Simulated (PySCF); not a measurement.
# How methods differ on the excitation energy of Xe²⁺

Xe²⁺ [Kr] 4d10 5s2 5p4 (3P) → Xe²⁺ [Kr] 4d10 5s1 5p5 (3P), as a difference of total energies. Calculation: PySCF 2.14, in aug-cc-pwCVTZ-DK3 (10s9p7d4f1g, 109 functions); the spin-free X2C one-electron Hamiltonian (Gaussian nucleus). Correlated levels: valence: [Kr] 4d10 frozen; valence and next inner shell: [Ar] 3d10 frozen. The calculations carry no spin-orbit coupling.

```json
{"method": "UHF", "excitation energy (eV)": "14.005"}
{"method": "LDA", "excitation energy (eV)": "12.727"}
{"method": "PBE", "excitation energy (eV)": "12.654"}
{"method": "PBE0", "excitation energy (eV)": "13.012"}
{"method": "r2SCAN", "excitation energy (eV)": "12.805"}
{"method": "LC-wPBE", "excitation energy (eV)": "13.290"}
{"method": "CAM-B3LYP", "excitation energy (eV)": "13.171"}
{"method": "M06", "excitation energy (eV)": "12.926"}
{"method": "SCS-MP2 (valence)", "excitation energy (eV)": "12.851"}
{"method": "MP2 (valence and next inner shell)", "excitation energy (eV)": "12.802"}
```

Question: Estimate what MP2 (valence) gives.

Answer: 12.988 eV, closest to PBE0 among the rows shown.

Question: Estimate what SCS-MP2 (valence and next inner shell) gives.

Answer: 12.687 eV, closest to PBE among the rows shown.

A first-order spin-orbit estimate (lowest level to lowest level, LS coupling) adds -0.021 eV.
